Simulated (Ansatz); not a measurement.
A nudged elastic band was laid between two geometries of BCl2H + ClH (6 atoms, charge 0, multiplicity 1).

Level of theory: Ansatz, RKS PBE/6-31G*.

| Quantity | Value |
| --- | --- |
| movable images | 9 |
| climbing image | yes |
| spring | 5.0 eV/Å² |
| optimiser | quadratic models (default) |
| start path | through a guess of the saddle point |
| force threshold | 0.05 eV/Å |
| iteration limit | 60 |
| end points | relaxed |

Image 0:

```xyz
6
Properties=species:S:1:pos:R:3
B -0.010 0.513 -0.259
H -0.016 0.755 0.912
Cl 1.520 0.403 -1.107
Cl -1.531 0.335 -1.110
Cl 0.058 -2.677 1.180
H 0.108 -2.253 2.405
```

Image 10:

```xyz
6
Properties=species:S:1:pos:R:3
B 0.015 -0.677 -0.806
H 0.025 0.267 2.581
Cl 1.517 0.209 -0.995
Cl -1.522 0.154 -0.967
Cl 0.049 -2.398 -0.461
H 0.045 -0.478 2.667
```

(1) Which bonds break or form, and what moves?

(2) What energy profile does the band end with?

(3) What is the geometry of the highest image?

(4) What are the harmonic wavenumbers there?

Results:

(1) Bonds broken: B1–H2, Cl5–H6. Bonds formed: B1–Cl5, H2–H6. BCl2H + ClH becomes BCl3 + H2.

(2) The run converged. The highest image is number 5 of 0 to 10, 84.3 kJ/mol above the first end and 151.4 kJ/mol above the last; the last end lies 67.1 kJ/mol below the first. A vibrational analysis at the climbing image gives one clearly imaginary mode, 769i cm⁻¹: a first-order saddle point. The orbitals stay closed-shell, which can raise the energy where a bond breaks towards radicals; this wasn't checked here.

```json
{"image": "0", "path coordinate (Å)": "0.00", "energy (kJ/mol)": "0.0", "B1–H2 (Å)": "1.20", "Cl5–H6 (Å)": "1.30", "B1–Cl5 (Å)": "3.50"}
{"image": "1", "path coordinate (Å)": "0.48", "energy (kJ/mol)": "0.7", "B1–H2 (Å)": "1.20", "Cl5–H6 (Å)": "1.30", "B1–Cl5 (Å)": "3.44"}
{"image": "2", "path coordinate (Å)": "0.97", "energy (kJ/mol)": "2.7", "B1–H2 (Å)": "1.20", "Cl5–H6 (Å)": "1.30", "B1–Cl5 (Å)": "3.39"}
{"image": "3", "path coordinate (Å)": "1.45", "energy (kJ/mol)": "10.4", "B1–H2 (Å)": "1.20", "Cl5–H6 (Å)": "1.30", "B1–Cl5 (Å)": "3.06"}
{"image": "4", "path coordinate (Å)": "1.93", "energy (kJ/mol)": "40.9", "B1–H2 (Å)": "1.22", "Cl5–H6 (Å)": "1.34", "B1–Cl5 (Å)": "2.59"}
{"image": "5", "path coordinate (Å)": "2.42", "energy (kJ/mol)": "84.3", "B1–H2 (Å)": "1.30", "Cl5–H6 (Å)": "1.56", "B1–Cl5 (Å)": "2.14"}
{"image": "6", "path coordinate (Å)": "2.93", "energy (kJ/mol)": "27.7", "B1–H2 (Å)": "1.62", "Cl5–H6 (Å)": "2.02", "B1–Cl5 (Å)": "1.86"}
{"image": "7", "path coordinate (Å)": "3.45", "energy (kJ/mol)": "-32.5", "B1–H2 (Å)": "2.16", "Cl5–H6 (Å)": "2.42", "B1–Cl5 (Å)": "1.77"}
{"image": "8", "path coordinate (Å)": "3.97", "energy (kJ/mol)": "-59.4", "B1–H2 (Å)": "2.66", "Cl5–H6 (Å)": "2.80", "B1–Cl5 (Å)": "1.76"}
{"image": "9", "path coordinate (Å)": "4.48", "energy (kJ/mol)": "-66.2", "B1–H2 (Å)": "3.09", "Cl5–H6 (Å)": "3.21", "B1–Cl5 (Å)": "1.76"}
{"image": "10", "path coordinate (Å)": "4.99", "energy (kJ/mol)": "-67.1", "B1–H2 (Å)": "3.52", "Cl5–H6 (Å)": "3.67", "B1–Cl5 (Å)": "1.76"}
```

(3) 
```xyz
6
Properties=species:S:1:pos:R:3
B 0.016 -0.236 0.061
H 0.012 0.176 1.289
Cl 1.557 0.185 -0.705
Cl -1.546 0.126 -0.695
Cl 0.057 -2.286 0.685
H 0.033 -0.889 1.384
```

(4) 769i, 182, 212, 302, 630, 693, 711, 917, 1037, 1258, 1540, 2152 cm⁻¹.

The run took 7.3 min on 1 thread of Arm Neoverse V1 (shared host), peak memory 0.12 GiB.
